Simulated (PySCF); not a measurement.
## Molecular orbitals of SbO⁺

r²SCAN at R = 1.758 Å; PySCF, scalar-relativistic core potentials, basis sets Sb def2-TZVPPD with ECP28, O def2-TZVPPD. State: ¹Σ⁺ (singlet), closed shell. Only the outer orbitals are listed, counted within each symmetry, core potentials removing the inner ones.

```tsv
orbital	occ.	ε (eV)	on Sb (%)	main shells (%)
5σ	2	-31.70	17	80 O s, 9 Sb s
6σ	2	-20.84	81	79 Sb s, 10 O p, 9 O s
7σ	2	-15.47	38	58 O p, 28 Sb p, 9 Sb s
3π	2	-15.47	24	75 O p, 22 Sb p
3π	2	-15.47	24	75 O p, 22 Sb p
4π	0	-11.10	81	78 Sb p, 20 O p
4π	0	-11.10	81	78 Sb p, 20 O p
8σ	0	-6.95	106	82 Sb p, 12 Sb d, 12 Sb s
```

Question: Which are the highest filled and the lowest empty level, where do they sit, and how wide is the gap?

Answer: Highest filled 3π at -15.47 eV (in %: 75 O p, 22 Sb p); lowest empty 4π at -11.10 eV (in %: 78 Sb p, 20 O p); the gap at r²SCAN is 4.37 eV.

| Item | Value |
| --- | --- |
| bond order (Mayer) | 2.25 |
| ⟨S²⟩ | 0.000 |
| charge on Sb (Mulliken, basis-dependent) | 1.36 |
| charge on Sb (Löwdin, basis-dependent) | 1.64 |
| dipole moment (positive dipole points towards O; it is taken about the centre of mass and depends on that origin) | -3.24 D |

Shares are Mulliken populations and can fall outside 0 to 100 %.

Spin–orbit coupling is left out.
